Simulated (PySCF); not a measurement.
Values are calculated unless marked as measured or tabulated.
Si3PH7SOF

The system: Si3PH7SOF, a small molecule (built as: Si site whose three back bonds go to F, SSiH3, PHSiH3; end group O); neutral, doublet. The structure, one conformer, was relaxed in the gas phase by PBE0-D3(BJ)/def2-SVP. No frequency run checks that it is a minimum.

SMILES: [O][Si](F)(P[SiH3])S[SiH3]

```
atom   x (Å)   y (Å)   z (Å)
 Si1   1.488   0.274   0.959
  F2   2.600  -0.892   1.058
  S3  -0.436  -0.718   1.130
 Si4  -1.399   1.144   1.770
  P5   1.107   0.266  -1.349
 Si6   0.110  -1.599  -2.178
  O7   1.564   1.681   1.572
  H8  -0.903   1.536   3.111
  H9  -2.839   0.756   1.846
 H10  -1.229   2.195   0.733
 H11   0.126   1.271  -1.563
 H12  -1.370  -1.466  -2.099
 H13   0.545  -1.728  -3.599
 H14   0.628  -2.738  -1.373
```

EPR values by unrestricted B3LYP, IGLO-III on F O P S Si, pcH-1 on H.

**Question.** Predict g and the largest hyperfine couplings. Where does the spin sit?

**Answer.** g = 2.0028, 2.0081, 2.0127. The spin sits on P5 (71 %, bonded to 2 Si + 1 H), S3 (30 %, bonded to 2 Si) by Mulliken populations.
| atom | isotope | isotropic (MHz) | dipolar, principal values (MHz) |
| --- | --- | --- | --- |
| P5 | 31P | 188.1 | -239.4, -229.7, 469.1 |
| S3 | 33S | 25.3 | -30.7, -30.3, 61.1 |
| H11 | 1H | -12.7 | -11.9, 1.2, 10.7 |
| Si1 | 29Si | 14.3 | -5.7, 2.2, 3.6 |
| H12 | 1H | 13.8 | -1.7, -1.1, 2.8 |
| H10 | 1H | 12.2 | -1.6, -0.7, 2.3 |

**Question.** How do the isotropic couplings move with BHandHLYP?

**Answer.** P5 188.1 to 268.1 MHz, S3 25.3 to 31.2 MHz, H11 -12.7 to -15.2 MHz, Si1 14.3 to 18.7 MHz.
